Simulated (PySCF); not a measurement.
C₅H₄N, SMILES [c]1ccncc1, multiplicity 2.

Geometry optimised at ωB97X-D3(BJ)/def2-SVP. The isomer is the one that the SMILES or the coordinates give; other isomers of the formula were not compared.

Computed with SMD-PBE0/6-31G* run with PySCF.

Solvation free energies are E(SMD) − E(gas) at the gas-phase geometry, for 1 M in both phases. In vacuum the dipole moment is 1.20 D.

| solvent | ΔG(solv) (kcal/mol) | its non-electrostatic (CDS) part | dipole (D) |
|---|---|---|---|
| water | ? | ? | ? |
| cyclohexanone | -4.9 | -0.3 | 1.54 |
| chloroform | -5.6 | -2.0 | 1.46 |

What belongs in the gaps? (An estimate is asked for; the answer gives what the named calculation found.)


- water, ΔG(solv) (kcal/mol): -3.6
- water, its non-electrostatic (CDS) part: 1.5
- water, dipole (D): 1.58
